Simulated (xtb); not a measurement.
xtb input (GFN1-xTB):

```bash
xtb mol.xyz --gfn 1 --sp --chrg 0 --uhf 0
```
mol.xyz:
```
9

C     -2.42853961    -0.37007139    -0.07847962
O     -1.14085212    -0.70571311    -0.62323109
Ge     0.30240201     0.02984386    -0.00812898
F      0.29498296     1.73823279    -0.17297394
F      0.54393029    -0.28454035     1.66179565
F      1.64044743    -0.58614406    -0.86878564
H     -3.15667792    -0.96058135    -0.63070133
H     -2.64921986     0.69028910    -0.21359188
H     -2.48715796    -0.62651340     0.98082243
```

Output:

```
           -------------------------------------------------
          |                Calculation Setup                |
           -------------------------------------------------

           -------------------------------------------------
          |                 G F N 1 - x T B                 |
           -------------------------------------------------

        Reference                      10.1021/acs.jctc.7b00118
      * Hamiltonian:
        H0-scaling (s, p, d)           1.850000    2.250000    2.000000
        zeta-weighting                 0.000000
      * Dispersion:
        s8                             2.400000
        a1                             0.630000
        a2                             5.000000
        s9                             0.000000
      * Repulsion:
        kExp                           1.500000
        rExp                           1.000000
      * Coulomb:
        alpha                          2.000000
        third order                    atomic
        anisotropic                    false
      * Halogen bond correction:
        rad-scale                      1.300000
        damping                        0.440000

          ...................................................
          :                      SETUP                      :
          :.................................................:
          :  # basis functions                  36          :
          :  # atomic orbitals                  35          :
          :  # shells                           19          :
          :  # electrons                        38          :
          :  # halogen bonds                     0          :
          :  max. iterations                   250          :
          :  Hamiltonian                  GFN1-xTB          :
          :  restarted?                      false          :
          :  GBSA solvation                  false          :
          :  PC potential                    false          :
          :  electronic temp.          300.0000000     K    :
          :  accuracy                    1.0000000          :
          :  -> integral cutoff          0.2500000E+02      :
          :  -> integral neglect         0.1000000E-07      :
          :  -> SCF convergence          0.1000000E-05 Eh   :
          :  -> wf. convergence          0.2000000E-04 e    :
          :  Broyden damping             0.4000000          :
          :  net charge                          0          :
          :  unpaired electrons                  0          :
          ...................................................

 iter      E             dE          RMSdq      gap      omega  full diag
   1    -25.6204989 -0.256205E+02  0.652E+00    6.18       0.0  T
   2    -25.6226630 -0.216405E-02  0.391E+00    6.71       1.0  T
   3    -25.0254902  0.597173E+00  0.465E+00    5.32       1.0  T
   4    -25.6328595 -0.607369E+00  0.762E-01    6.76       1.0  T
   5    -25.6480856 -0.152261E-01  0.142E-01    6.39       1.0  T
   6    -25.6481376 -0.519856E-04  0.994E-02    6.43       1.0  T
   7    -25.6483112 -0.173616E-03  0.280E-02    6.42       1.2  T
   8    -25.6483229 -0.117145E-04  0.124E-02    6.41       2.7  T
   9    -25.6483252 -0.230251E-05  0.328E-03    6.41      10.2  T
  10    -25.6483254 -0.208226E-06  0.675E-04    6.41      49.4  T
  11    -25.6483254 -0.243406E-08  0.405E-04    6.41      82.2  T
  12    -25.6483254 -0.357337E-08  0.511E-05    6.41     652.7  T
  13    -25.6483254 -0.559055E-10  0.347E-06    6.41    9610.9  T

   *** convergence criteria satisfied after 13 iterations ***

         #    Occupation            Energy/Eh            Energy/eV
      -------------------------------------------------------------
         1        2.0000           -0.8463156             -23.0294
       ...           ...                  ...                  ...
        13        2.0000           -0.5454964             -14.8437
        14        2.0000           -0.5448541             -14.8262
        15        2.0000           -0.5354474             -14.5703
        16        2.0000           -0.5350805             -14.5603
        17        2.0000           -0.5345491             -14.5458
        18        2.0000           -0.5045959             -13.7308
        19        2.0000           -0.4968402             -13.5197 (HOMO)
        20                         -0.2612691              -7.1095 (LUMO)
        21                         -0.1937893              -5.2733
        22                         -0.1932443              -5.2584
        23                         -0.1890876              -5.1453
        24                         -0.1688124              -4.5936
       ...                                ...                  ...
        35                          0.4293990              11.6845
      -------------------------------------------------------------
                  HL-Gap            0.2355712 Eh            6.4102 eV
             Fermi-level           -0.3790546 Eh          -10.3146 eV

 SCC (total)                   0 d,  0 h,  0 min,  0.007 sec
 SCC setup                      ...        0 min,  0.000 sec (  0.898%)
 Dispersion                     ...        0 min,  0.000 sec (  0.437%)
 classical contributions        ...        0 min,  0.000 sec (  0.191%)
 integral evaluation            ...        0 min,  0.002 sec ( 23.486%)
 iterations                     ...        0 min,  0.002 sec ( 30.158%)
 molecular gradient             ...        0 min,  0.003 sec ( 43.388%)
 printout                       ...        0 min,  0.000 sec (  1.366%)

         :::::::::::::::::::::::::::::::::::::::::::::::::::::
         ::                     SUMMARY                     ::
         :::::::::::::::::::::::::::::::::::::::::::::::::::::
         :: total energy             -25.574389184351 Eh    ::
         :: gradient norm              0.023561649828 Eh/a0 ::
         :: HOMO-LUMO gap              6.410218346000 eV    ::
         ::.................................................::
         :: SCC energy               -25.648325415936 Eh    ::
         :: -> electrostatic           0.098055559326 Eh    ::
         :: repulsion energy           0.076224514907 Eh    ::
         :: dispersion energy         -0.002288283321 Eh    ::
         :: halogen bond corr.         0.000000000000 Eh    ::
         :: add. restraining           0.000000000000 Eh    ::
         :: total charge               0.000000000000 e     ::
         :::::::::::::::::::::::::::::::::::::::::::::::::::::

           -------------------------------------------------
          |                Property Printout                |
           -------------------------------------------------

    * Orbital Energies and Occupations

         #    Occupation            Energy/Eh            Energy/eV
      -------------------------------------------------------------
         1        2.0000           -0.8463156             -23.0294
       ...           ...                  ...                  ...
         7        2.0000           -0.6037303             -16.4283
         8        2.0000           -0.5985816             -16.2882
         9        2.0000           -0.5927541             -16.1297
        10        2.0000           -0.5646724             -15.3655
        11        2.0000           -0.5626498             -15.3105
        12        2.0000           -0.5495301             -14.9535
        13        2.0000           -0.5454964             -14.8437
        14        2.0000           -0.5448541             -14.8262
        15        2.0000           -0.5354474             -14.5703
        16        2.0000           -0.5350805             -14.5603
        17        2.0000           -0.5345491             -14.5458
Note: The following floating-point exceptions are signalling: IEEE_DENORMAL
normal termination of xtb
        18        2.0000           -0.5045959             -13.7308
        19        2.0000           -0.4968402             -13.5197 (HOMO)
        20                         -0.2612691              -7.1095 (LUMO)
        21                         -0.1937893              -5.2733
        22                         -0.1932443              -5.2584
        23                         -0.1890876              -5.1453
        24                         -0.1688124              -4.5936
        25                         -0.1577820              -4.2935
        26                         -0.1070754              -2.9137
        27                         -0.0568852              -1.5479
        28                         -0.0552850              -1.5044
        29                         -0.0270399              -0.7358
        30                         -0.0199153              -0.5419
       ...                                ...                  ...
        35                          0.4293990              11.6845
      -------------------------------------------------------------
                  HL-Gap            0.2355712 Eh            6.4102 eV
             Fermi-level           -0.3790546 Eh          -10.3146 eV

  Mulliken/CM5 charges         n(s)   n(p)   n(d)
     1C     0.18105  0.06034   0.978  2.841  0.000
     2O    -0.41878 -0.50441   1.686  4.733  0.000
     3Ge    0.85263  0.90665   1.136  1.251  0.761
     4F    -0.25388 -0.26288   1.824  5.430  0.000
     5F    -0.25388 -0.26288   1.824  5.430  0.000
     6F    -0.23542 -0.24417   1.821  5.415  0.000
     7H     0.04502  0.10516   0.955  0.000  0.000
     8H     0.04163  0.10110   0.958  0.000  0.000
     9H     0.04163  0.10110   0.958  0.000  0.000

Wiberg/Mayer (AO) data.
largest (>0.10) Wiberg bond orders for each atom

 ---------------------------------------------------------------------------
     #   Z sym  total        # sym  WBO       # sym  WBO       # sym  WBO
 ---------------------------------------------------------------------------
     1   6 C    3.905 --     7 H    0.979     9 H    0.972     8 H    0.972
                             2 O    0.919
     2   8 O    2.243 --     3 Ge   1.091     1 C    0.919
     3  32 Ge   4.341 --     2 O    1.091     6 F    1.076     5 F    1.043
                             4 F    1.043
     4   9 F    1.245 --     3 Ge   1.043
     5   9 F    1.245 --     3 Ge   1.043
     6   9 F    1.266 --     3 Ge   1.076
     7   1 H    1.014 --     1 C    0.979
     8   1 H    1.006 --     1 C    0.972
     9   1 H    1.006 --     1 C    0.972
 ---------------------------------------------------------------------------

Topologies differ in total number of bonds
Writing topology from bond orders to xtbtopo.mol

 dipole moment from electron density (au)
     X       Y       Z
  -1.3244   0.0194   0.2011  total (Debye):    3.405

           -------------------------------------------------
          | TOTAL ENERGY              -25.574389184351 Eh   |
          | GRADIENT NORM               0.023561649828 Eh/α |
          | HOMO-LUMO GAP               6.410218346000 eV   |
           -------------------------------------------------

------------------------------------------------------------------------
------------------------------------------------------------------------
 total:
 SCF:
```
